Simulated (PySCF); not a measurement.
C₂H₈Zr, multiplicity 1. Atoms are numbered in the order given.

```xyz
11

Zr     0.0000     0.0000    -0.3633
C      1.8006     0.0000     0.8973
H      2.4062     0.8959     0.6533
H      1.6048     0.0000     1.9847
H      2.4062    -0.8959     0.6533
C     -1.8006     0.0000     0.8973
H     -2.4062    -0.8959     0.6533
H     -1.6048     0.0000     1.9847
H     -2.4062     0.8959     0.6533
H      0.0000    -1.5476    -1.4098
H      0.0000     1.5476    -1.4098
```

Geometry: B3LYP-D3(BJ)/def2-SVP. The multiplicity is an assumed one; other spin states were not compared. The def2 effective core potentials stand for the cores of Zr; spin–orbit coupling is left out.

The numbers are results of PBE/def2-TZVPD in PySCF, not measurements.

Mulliken values depend strongly on the basis, most of all with diffuse functions as here. ESP charges are fitted to the potential on shells at 1.4 to 2.0 van der Waals radii. Atomic charges (e):

```json
[
 {"atom": "Zr1", "Mulliken": "0.73", "ESP fit": "___"},
 {"atom": "C2", "Mulliken": "-1.11", "ESP fit": "___"},
 {"atom": "H3", "Mulliken": "0.28", "ESP fit": "___"},
 {"atom": "H4", "Mulliken": "0.26", "ESP fit": "___"},
 {"atom": "H5", "Mulliken": "0.28", "ESP fit": "___"},
 {"atom": "C6", "Mulliken": "-1.11", "ESP fit": "___"},
 {"atom": "H7", "Mulliken": "0.28", "ESP fit": "___"},
 {"atom": "H8", "Mulliken": "0.26", "ESP fit": "___"},
 {"atom": "H9", "Mulliken": "0.28", "ESP fit": "___"},
 {"atom": "H10", "Mulliken": "-0.07", "ESP fit": "___"},
 {"atom": "H11", "Mulliken": "-0.07", "ESP fit": "___"}
]
```

**Question.** Some entries are withheld; supply them. (An estimate is asked for; the answer gives what the named calculation found.)

**Answer.** 
- Zr1, ESP fit: 1.26
- C2, ESP fit: -0.76
- H3, ESP fit: 0.16
- H4, ESP fit: 0.17
- H5, ESP fit: 0.16
- C6, ESP fit: -0.76
- H7, ESP fit: 0.16
- H8, ESP fit: 0.17
- H9, ESP fit: 0.16
- H10, ESP fit: -0.35
- H11, ESP fit: -0.35
